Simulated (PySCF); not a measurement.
Gas-phase reaction: Ge₂O₂ + 2 SO ⇌ 2 GeS + 2 O₂

Energies from PySCF, thermal terms from the rigid-rotor harmonic-oscillator model, ideal gas at 1 bar. † marks an energy on the PBE0/def2-TZVP geometry and frequencies. MP2 freezes the core. Open shells (unrestricted): SO (multiplicity 3), O₂ (multiplicity 3); the rest are closed-shell singlets. Ge: all electrons, no relativistic terms. Ge₂O₂: computed as isolated molecules; such fragments, hydroxides, amides, oligomers or adducts are transient or little studied in the gas. MP2 isn't extrapolated to the basis-set limit.

ωB97M-V/def2-TZVP† gives ΔH°(298 K) = 477 kJ.

Question: What do MP2/def2-TZVPP†, r2SCAN/def2-TZVP†, LDA/def2-TZVP† give?

Answer: MP2/def2-TZVPP†: 514 kJ; r2SCAN/def2-TZVP†: 459 kJ; LDA/def2-TZVP†: 498 kJ. For scale, ΔH°(298 K) is 477 kJ at this level, 468 kJ at ωB97X-V/def2-TZVP†, and runs from 320 to 897 kJ over the 20 levels computed.
